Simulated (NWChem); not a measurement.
System: CH4BFSe; SMILES FB(C)[SeH]

Parts of the log:

```
             Northwest Computational Chemistry Package (NWChem) 7.3.0
             --------------------------------------------------------

 CS  symmetry detected

                             Geometry "geometry" -> ""
                             -------------------------

 Output coordinates in angstroms (scale by  1.889725989 to convert to a.u.)

  No.       Tag          Charge          X              Y              Z
 ---- ---------------- ---------- -------------- -------------- --------------
    1 B                    5.0000    -0.05605103     0.93424814     0.00000000
    2 F                    9.0000    -1.27205243     1.47709257     0.00000000
    3 C                    6.0000     1.19412687     1.87151516     0.00000000
    4 H                    1.0000     1.14712869     2.53357642    -0.88159462
    5 H                    1.0000     2.16249620     1.35562029     0.00000000
    6 H                    1.0000     1.14712869     2.53357642     0.88159462
    7 Se                  34.0000    -0.03877640    -1.01445889     0.00000000
    8 H                    1.0000     1.42560997    -1.12533551     0.00000000

 Effective nuclear repulsion energy (a.u.)     227.2611906720

      Symmetry information
      --------------------

 Group name             Cs
 Group number              2
 Group order               2
 No. of unique centers     7

                                 NWChem DFT Module
                                 -----------------

 Summary of "ao basis" -> "ao basis" (spherical)
 ------------------------------------------------------------------------------
       Tag                 Description            Shells   Functions and Types
 ---------------- ------------------------------  ------  ---------------------
 B                          pcseg-2                 10       30   4s3p2d1f
 F                          pcseg-2                 10       30   4s3p2d1f
 C                          pcseg-2                 10       30   4s3p2d1f
 H                          pcseg-2                  6       14   3s2p1d
 Se                         pcseg-2                 15       43   6s5p3d1f

      Symmetry analysis of basis
      --------------------------

        a'        123
        a"         66

            General Information
            -------------------
          SCF calculation type: DFT
          Wavefunction type:  closed shell.
          No. of atoms     :     8
          No. of electrons :    58
           Alpha electrons :    29
            Beta electrons :    29
          Charge           :     0
          Spin multiplicity:     1
          Use of symmetry is: on ; symmetry adaption is: on
          Maximum number of iterations: 150
          AO basis - number of functions:   189
                     number of shells:    69
          Convergence on energy requested:  1.00D-06
          Convergence on density requested:  1.00D-05
          Convergence on gradient requested:  5.00D-04

              XC Information
              --------------
                         PBE0 Method XC Functional
                     Hartree-Fock (Exact) Exchange  0.250
          PerdewBurkeErnzerhof Exchange Functional  0.750
            Perdew 1991 LDA Correlation Functional  1.000 local
           PerdewBurkeErnz. Correlation Functional  1.000 non-local

             Grid Information
             ----------------
          Grid used for XC integration:  medium
          Radial quadrature: Mura-Knowles
          Angular quadrature: Lebedev.
          Tag              B.-S. Rad. Rad. Pts. Rad. Cut. Ang. Pts.
          ---              ---------- --------- --------- ---------
          B                   0.85       49          10.0       434
          F                   0.50       49          11.0       434
          C                   0.70       49          11.0       434
          H                   0.35       45          12.0       434
          Se                  1.15      112          12.0       590
          Grid pruning is: on
          Number of quadrature shells:   394
          Spatial weights used:  Erf1

      Superposition of Atomic Density Guess
      -------------------------------------

 Sum of atomic energies:       -2563.43644434

      Non-variational initial energy
      ------------------------------

 Total energy =   -2565.035202
 1-e energy   =   -4020.788300
 2-e energy   =    1228.491908
 HOMO         =      -0.314294
 LUMO         =       0.041025

      Symmetry analysis of molecular orbitals - initial
      -------------------------------------------------

  Numbering of irreducible representations:

     1 a'          2 a"

  Orbital symmetries:

     1 a'          2 a'          3 a'          4 a'          5 a"
     6 a'          7 a'          8 a'          9 a'         10 a'
    11 a'         12 a"         13 a'         14 a'         15 a"
    16 a'         17 a"         18 a'         19 a'         20 a'
    21 a'         22 a'         23 a"         24 a'         25 a'
    26 a"         27 a'         28 a'         29 a"         30 a'
    31 a"         32 a'         33 a'         34 a"         35 a'
    36 a'         37 a'         38 a'         39 a"

------------------------------------------------------------
EAF file 0: "./job.aoints.0" size=329252864 bytes
------------------------------------------------------------
               write      read    awrite     aread      wait
               -----      ----    ------     -----      ----
     calls:      628         0         0         0         0
   data(b): 3.29e+08  0.00e+00  0.00e+00  0.00e+00
   time(s): 0.00e+00  0.00e+00  0.00e+00  0.00e+00  0.00e+00
rate(mb/s): 0.00e+00  0.00e+00
------------------------------------------------------------

     ---------------------------------------------
      Total Density - Mulliken Population Analysis
     ---------------------------------------------

    Atom       Charge   Shell Charges
 -----------   ------   -------------------------------------------------------
    1 B    5     4.11   2.00  0.52  0.26  0.09  0.67  0.41  0.02  0.02  0.11  0.01
    2 F    9     9.51   2.00  0.65  0.95  0.33  2.47  2.44  0.66  0.00  0.01  0.00
    3 C    6     6.45   2.00  0.58  0.47  0.13  1.39  1.52  0.35  0.00  0.01 -0.00
    4 H    1     0.90   0.38  0.44  0.04  0.01  0.04  0.00
    5 H    1     0.91   0.38  0.45  0.03  0.01  0.04  0.00
    6 H    1     0.90   0.38  0.44  0.04  0.01  0.04  0.00
    7 Se  34    34.41   2.00  2.00  1.19  0.76  0.84  1.04  6.00  5.93  0.92  2.69  0.98  9.72  0.29  0.04  0.01
    8 H    1     0.83   0.30  0.41  0.08  0.00  0.03  0.00

   convergence    iter        energy       DeltaE   RMS-Dens  Diis-err
 ---------------- ----- ----------------- --------- --------- ---------
 d= 0,ls=0.0,diis     1  -2566.4232190915 -2.79D+03  4.04D-03  8.42D-01
 d= 0,ls=0.0,diis     2  -2566.4172012990  6.02D-03  2.27D-03  9.26D-01
 d= 0,ls=0.0,diis     3  -2566.4897383137 -7.25D-02  4.92D-04  7.57D-02
 d= 0,ls=0.0,diis     4  -2566.4949157780 -5.18D-03  1.84D-04  3.47D-03
 d= 0,ls=0.0,diis     5  -2566.4952515655 -3.36D-04  5.59D-05  2.09D-04
  Resetting Diis
 d= 0,ls=0.0,diis     6  -2566.4952781596 -2.66D-05  1.39D-05  1.12D-05
 d= 0,ls=0.0,diis     7  -2566.4952797855 -1.63D-06  6.60D-06  1.09D-06
 d= 0,ls=0.0,diis     8  -2566.4952797158  6.97D-08  3.78D-06  1.53D-06

         Total DFT energy =    -2566.495279715805
      One electron energy =    -4023.814916086045
           Coulomb energy =     1338.286491536928
    Exchange-Corr. energy =     -108.228045838698
 Nuclear repulsion energy =      227.261190672010

 Numeric. integr. density =       57.999981061545

                  Occupations of the irreducible representations
                  ----------------------------------------------

                     irrep           alpha         beta
                     --------     --------     --------
                     a'               22.0         22.0
                     a"                7.0          7.0

                       DFT Final Molecular Orbital Analysis
                       ------------------------------------

 Vector   27  Occ=2.000000D+00  E=-3.893449D-01  Symmetry=a'
              MO Center=  2.9D-01,  1.4D-01,  8.1D-16, r^2= 3.9D+00
   Bfn.  Coefficient  Atom+Function         Bfn.  Coefficient  Atom+Function
  ----- ------------  ---------------      ----- ------------  ---------------
   148      0.303772  7 Se px               138     -0.225861  7 Se s
    36     -0.206426  2 F  py               142     -0.198386  7 Se px
    65     -0.185556  3 C  px               177      0.186199  8 H  s
   137     -0.183336  7 Se s                 39     -0.174094  2 F  py
   176      0.163611  8 H  s                145      0.159800  7 Se px

 Vector   28  Occ=2.000000D+00  E=-3.181541D-01  Symmetry=a'
              MO Center=  8.9D-02,  3.5D-03,  2.7D-15, r^2= 3.6D+00
   Bfn.  Coefficient  Atom+Function         Bfn.  Coefficient  Atom+Function
  ----- ------------  ---------------      ----- ------------  ---------------
   149      0.386374  7 Se py               143     -0.239383  7 Se py
     6     -0.211413  1 B  py               146      0.195416  7 Se py
   152      0.171050  7 Se py                66      0.168481  3 C  py
   138     -0.157076  7 Se s                 36      0.154623  2 F  py
   148      0.142668  7 Se px                69      0.139743  3 C  py

[...]
```

Level: PBE0/pcseg-2. Geometry: optimised at PBE0/def2-SVP.

Which NWChem input produces such a log?

One answer among several that fit: the input that was run:
```
start job
memory heap 200 mb stack 900 mb global 1100 mb
geometry units angstroms noautoz
  B     -0.031465     0.924646    -0.078177
  F     -1.222933     1.483555    -0.281559
  C      1.236563     1.836261    -0.028404
  H      1.313404     2.397120    -0.975665
  H      2.182774     1.308282     0.144261
  H      1.104831     2.592675     0.764193
  Se    -0.070410    -1.012466     0.131198
  H      1.380054    -1.145992     0.318404
end
basis spherical
  B library pcseg-2
  F library pcseg-2
  C library pcseg-2
  H library pcseg-2
  Se library pcseg-2
end
dft
  xc pbe0
  iterations 150
  semidirect filesize 400000000
  mulliken
end
task dft energy
```
